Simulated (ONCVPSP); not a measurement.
**Zn (Z = 30) ONCV: all-electron and pseudo phase curves**

Zn (Z = 30), optimised norm-conserving Vanderbilt (ONCV), made with ONCVPSP 4.0.1 (PBE, scalar-relativistic). Core [Ne], reference 3s2 3p6 3d10 4s2. Waves: 3s+4s: rc 1.30 bohr, ncon 4, nbas 7, qcut 12.1 1/bohr, 2 projectors; 3p: rc 0.95 bohr, ncon 4, nbas 8, qcut 12.4 1/bohr, 2 projectors, debl 0.6 Ha; 3d: rc 1.20 bohr, ncon 4, nbas 9, qcut 14 1/bohr, 1 projector. Local part: polynomial inside 0.75 bohr (lpopt 5, dvloc0 3 Ha). Core correction: Teter function, fcfact 4.75, rcfact 1.5.

In the p channel the program set the typed energies aside and used -3.065, 0.250 Ha.

The phase is arctan(r·R′/R) of the radial function R(r), unwrapped; energies in Ha, scanned from -6 to 5 Ha. A pole is an energy at which the radial function vanishes at the test radius. The pseudo phase is shifted by a multiple of π to meet the all-electron one at the reference energy, and phase errors are pseudo minus all-electron; the curves can meet again beyond the range given. Levels narrower than the energy grid can be missing from the lists of poles.

| channel | radius (bohr) | reference energy (Ha) | poles, all-electron | poles, pseudo | unbroken range about the reference energy with phases within 0.05 rad | phase error 1 Ha above the reference energy (rad) |
| --- | --- | --- | --- | --- | --- | --- |
| s | 1.32 | -0.22 | -4.43 | -4.43 | the whole range | -0.000 |
| p | 0.96 | -3.06 | -0.63 | -0.63 | the whole range | +0.000 |
| d | 1.22 | -0.37 | 0.58 | 0.60 | below 2.4 | +0.007 |

Phases in the d channel:

```csv
E (Ha),all-electron,pseudo
-5.96,1.259,1.260
-5.40,1.237,1.239
-4.84,1.210,1.212
-4.28,1.175,1.177
-3.72,1.128,1.132
-3.16,1.062,1.067
-2.60,0.958,0.964
-2.04,0.769,0.778
-1.48,0.353,0.366
-0.92,-0.487,-0.480
-0.36,-1.152,-1.152
0.20,-1.452,-1.449
0.76,-1.617,-1.609
1.32,-1.737,-1.720
1.88,-1.848,-1.818
2.44,-1.974,-1.920
3.00,-2.144,-2.043
3.56,-2.410,-2.213
4.12,-2.847,-2.469
4.68,-3.413,-2.859
```
